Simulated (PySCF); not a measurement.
## Static response to an electric field

Species: C3H10O3Si.
Geometry (PBE0-D3(BJ)/def2-SVP, Å), atoms numbered from 1 in this order:
```
atom  x, y, z in Å
C1     2.5340    0.9743    0.5859
O2     1.2434    0.4473    0.4266
Si3    0.8404   -0.8964   -0.4925
O4    -0.5690   -1.5179    0.0839
C5    -1.8754   -1.0233   -0.1030
C6    -2.0765    0.3244    0.5627
O7    -1.3178    1.3309   -0.0419
H8     2.5441    1.6281    1.4707
H9     2.8408    1.5745   -0.2888
H10    3.2844    0.1784    0.7406
H11    0.7167   -0.5178   -1.9297
H12    1.8978   -1.9217   -0.2806
H13   -2.0968   -0.9217   -1.1820
H14   -2.5734   -1.7643    0.3198
H15   -3.1418    0.5988    0.4738
H16   -1.8536    0.2265    1.6429
H17   -0.4132    1.2934    0.3097
```

Level: wB97X-D/def2-SVPD (PySCF), static field, nuclei fixed, core orbitals frozen in the response. The polarisability tensor in these axes (au):

```
x   86.14  2.46 -0.19
y    2.46 71.97  2.66
z   -0.19  2.66 67.34
```

Question: Give the principal values, the mean and the anisotropy Δα = √{½[(α1 − α2)² + (α2 − α3)² + (α1 − α3)²]}.

Answer: Principal values 66.06, 72.83 and 86.56 au; mean 75.15 au = 11.14 Å³ = 12.39 × 10⁻⁴⁰ C²·m²/J; Δα = 18.09 au (24 % of the mean).

Question: What is the dipole moment, and where does it point?

Answer: (1.33, -0.40, 0.40) D, 1.44 D in size, pointing from the negative to the positive side. Measured along this direction, the outermost atoms are H15 at the negative end and H10 at the positive end.

Question: Give the principal axes and the span of the nuclei along them.

Answer: Largest value along (0.99, 0.17, 0.01), where the nuclei span 6.27 Å; middle along (-0.16, 0.89, 0.43), 3.81 Å; least along (0.06, -0.43, 0.90), 2.74 Å. The response follows the extents in order.

Question: What are the principal values of the traceless quadrupole moment, Θ = ½Σq(3rr − r²1), about the centre of nuclear charge?

Answer: -12.42, -0.48, 12.90 D·Å. The values depend on the origin, since the dipole doesn't vanish. The electronic extent ⟨r²⟩ about the same centre is 1075 bohr², a root-mean-square distance of 2.14 Å for the 66 electrons.

Question: What would n − 1 = 2πNα be for an ideal gas of these molecules at 298.15 K and 1 atm, electronic part alone?

Answer: N = p/kT = 2.4615 × 10¹⁹ cm⁻³, so n − 1 = 2π × N × 11.14 × 10⁻²⁴ cm³ = 1722 × 10⁻⁶ at long wavelengths.

Question: In a dilute gas of rigid molecules at 500 K, how does the orientational term μ²/3kT compare with the electronic polarisability?

Answer: In Gaussian units μ²/3kT = 10.07 Å³ against 11.14 Å³, a ratio of 0.90; the Debye molar polarisation (4π/3)N_A(α + μ²/3kT) is 53.5 cm³/mol, leaving out the vibrational part.

Question: What depolarisation ratio follows for Rayleigh scattering of linearly polarised light, taking the static tensor?

Answer: ρ = 3Δα²/(45ᾱ² + 4Δα²) = 982.0/(254151 + 1309.4) = 0.00384.

One conformer (not necessarily the lowest) at the PBE0-D3(BJ)/def2-SVP geometry, without solvent, vibrations or thermal averaging.

These values come from a run that also computed excited states and ΔSCF ions. On Arm Neoverse V2, one thread, no GPU, on a shared host, this took 5.4 min and 1.2 GiB of memory at its peak.
